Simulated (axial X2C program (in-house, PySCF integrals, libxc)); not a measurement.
Results of a calculation; reference values are marked as such.
# CoGe: input and output

Program: an in-house relativistic program for diatomic molecules.

Input:
```json
{"zs": [32, 27], "q": 0, "bas": ["dyall-cv3z", "dyall-cv3z"], "levels": ["PBE0", "HF", "B3LYP"], "cc": true, "r0": 2.32, "thr": -1.0, "nmax": 90, "npts": 10, "nst": 2, "ntry": 6}
```
```bash
python so2c.py task.json out
```

Keys: zs atomic numbers; q charge; bas basis sets; levels methods; cc coupled cluster on or off; r0 starting distance in Å; thr threshold in hartree for freezing inner shells (an s shell follows its p shell); nmax most natural virtual spinors; npts points on the curve; nst determinants followed; ntry starts of the search. HF also brings MP2.

Output of the PBE0 step, with spin–orbit coupling, at R = 2.334 Å for the state Ω = 7/2. It starts from the PBE0 orbitals of the search at 2.320 Å.

```
two-component X2C + atomic mean field  PBE0
basis functions 216  fitting functions 1213  grid points 5804
iter        total energy     max residual
   1      -3490.521661937     7.07e-01
   2      -3490.590865574     3.13e-03
   3      -3490.590235873     1.25e-02
   4      -3490.590930596     7.33e-04
   5      -3490.590933453     3.89e-04
   6      -3490.590936366     6.75e-05
   7      -3490.590936404     4.00e-05
   8      -3490.590936418     2.06e-05
   9      -3490.590936424     1.51e-05
  10      -3490.590936428     8.37e-06
  11      -3490.590936430     3.81e-06
converged
one-electron -5242.12630594  Coulomb 1696.45054877  exact exchange -34.24216865  xc functional -105.44678666  nuclear repulsion 195.89079273  atomic mean-field constant -1.11701668
```
Energies are in hartree; totals compare only within one Hamiltonian and basis. The determinant is spin-polarised beyond a pure state at some levels (its spin-free form has ⟨S²⟩ too high), which makes Re and μ there less reliable.
